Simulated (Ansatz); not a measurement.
Consider the substitution at a C–Sn bond: `C[CH](C)[SnH2][CH](C)C` + `[NH2][InH][OH]` → `CC(C)[O][InH][NH2]` + `C[CH](C)[SnH3]`.

Calculated with Ansatz (gas phase, PBE0-D4/def2-TZVP geometries, no zero-point term in ΔE). CBS: MP2 limit from def2 TZ/QZ plus the TZ coupled-cluster correction, frozen cores. Functionals use def2-TZVPP. B3LYP here is the variant with VWN-RPA as its local correlation; programs differ in this. Elements past krypton have def2 core potentials. For In, Sn outer-core shells are correlated without core-valence functions, which leaves a few kJ/mol of doubt a bond. Each species was taken in one conformer, which may not be the lowest.

`C[CH](C)[SnH2][CH](C)C`:

```xyz
23

C     1.377    2.293   -1.429
C     0.751    0.947   -1.096
C    -0.552    0.732   -1.853
Sn    0.469    0.744    1.043
C    -0.329   -1.204    1.565
C     0.403   -2.303    0.807
C    -1.834   -1.276    1.352
H     1.554    2.384   -2.508
H     2.336    2.439   -0.926
H     0.723    3.121   -1.140
H     1.454    0.153   -1.369
H    -0.396    0.840   -2.934
H    -0.973   -0.261   -1.682
H    -1.310    1.467   -1.564
H    -0.610    1.975    1.570
H     1.982    0.974    1.826
H    -0.120   -1.316    2.634
H     0.256   -2.214   -0.274
H     1.480   -2.290    0.995
H     0.032   -3.293    1.100
H    -2.368   -0.513    1.923
H    -2.224   -2.254    1.661
H    -2.101   -1.145    0.299
```

`[NH2][InH][OH]`:

Cartesian coordinates in Å:
```
N 0.651 1.226 -0.604
In 0.165 -0.636 -0.051
O -1.602 -0.546 0.862
H 0.169 1.990 -0.155
H 1.608 1.476 -0.793
H 0.962 -2.106 -0.363
H -1.954 -1.404 1.105
```

`CC(C)[O][InH][NH2]`:

Z-matrix (Å, degrees):
```
C
C 1 1.520
H 1 1.093 2 111.6
H 1 1.095 2 110.9 3 120.0
H 1 1.093 2 109.9 3 -120.5
C 2 1.517 1 111.4 3 57.9
O 2 1.406 1 110.9 3 178.3
H 2 1.104 1 107.9 3 -60.3
H 6 1.093 2 111.3 1 -59.3
H 6 1.092 2 110.3 1 -180.0
H 6 1.093 2 109.8 1 61.0
In 7 1.989 2 123.3 1 74.1
N 12 2.002 7 107.2 2 -168.1
H 12 1.700 7 121.9 2 8.7
H 13 1.007 12 120.9 7 -157.4
H 13 1.009 12 117.5 7 -16.8
```

`C[CH](C)[SnH3]`:

Z-matrix (Å, degrees):
```
C
C 1 1.521
H 1 1.093 2 112.3
H 1 1.096 2 110.7 3 -120.2
H 1 1.095 2 111.5 3 120.9
C 2 1.521 1 111.9 3 177.5
Sn 2 2.163 1 110.8 3 -58.4
H 2 1.095 1 109.0 3 56.9
H 6 1.095 2 111.5 1 61.7
H 6 1.097 2 110.7 1 -57.3
H 6 1.093 2 112.3 1 -177.5
H 7 1.713 2 109.0 1 -62.7
H 7 1.711 2 110.7 1 177.8
H 7 1.712 2 110.7 1 56.9
```

```csv
level,ΔE (kJ/mol)
PBE-D4,40.2
B3LYP-D4,36.3
PBE0,34.6
B3LYP,29.3
CCSD/def2-TZVPP,39.6
HF/def2-QZVPP,16.8
HF/CBS(def2),16.9
MP2/CBS(def2),61.1
```

Task: What does CCSD(T)/CBS give? (Best estimate.)

Result: Ansatz gave: +49.1 kJ/mol. The listed levels differ from it by -8.9, -12.8, -14.5, -19.8, -9.5, -32.3, -32.2, 12.0 kJ/mol.

Largest T1 diagnostic among the species: 0.016.

In def2-TZVPP, CCSD(T) changes the Hartree–Fock value by +25.5 kJ/mol (the triples alone add +2.4 kJ/mol) and MP2 by +37.5 kJ/mol. The D4 term adds +7.1 kJ/mol with B3LYP and +4.5 kJ/mol with PBE0; it sums over pairs of atoms, weighted by their polarisabilities, and B3LYP, whose exchange is more repulsive, gets the larger term.
